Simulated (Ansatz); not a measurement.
Reaction (formal hydrolysis of the Si–C bond): `CO[SiH](C)[SiH3]` + H₂O → `CO[SiH](O)[SiH3]` + CH₄

Gas-phase electronic energies from Ansatz, PBE0-D4/def2-TZVP geometries. CCSD(T)/CBS adds triple-zeta CCSD(T) − MP2 to the extrapolated MP2 energy (def2 sets, frozen cores). This one scheme is used for every species. DFT in def2-TZVPP. B3LYP here is the variant with VWN-RPA as its local correlation; programs differ in this. One conformer a species, not always the lowest.

Task: Is it downhill or uphill in electronic energy at CCSD(T)/CBS, and by how much? (Estimate.)

Result: Computed: Downhill: ΔE = -107.6 kJ/mol.

Task: What do these levels give: PBE-D4, B3LYP-D4, B2PLYP, PBE0, MP2/CBS(def2), CCSD/CBS(def2)? (Estimate.)

Result: Computed: PBE-D4 -103.2, B3LYP-D4 -113.5, B2PLYP -117.1, PBE0 -106.4, MP2/CBS(def2) -108.4, CCSD/CBS(def2) -108.9 kJ/mol.

Largest T1 diagnostic among the species: 0.012.

The D4 term adds +4.7 kJ/mol with B3LYP and +2.8 kJ/mol with PBE0; it sums over pairs of atoms, weighted by their polarisabilities, and B3LYP, whose exchange is more repulsive, gets the larger term. In def2-TZVPP, CCSD(T) changes the Hartree–Fock value by +15.8 kJ/mol (the triples alone add +1.4 kJ/mol) and MP2 by +15.0 kJ/mol.
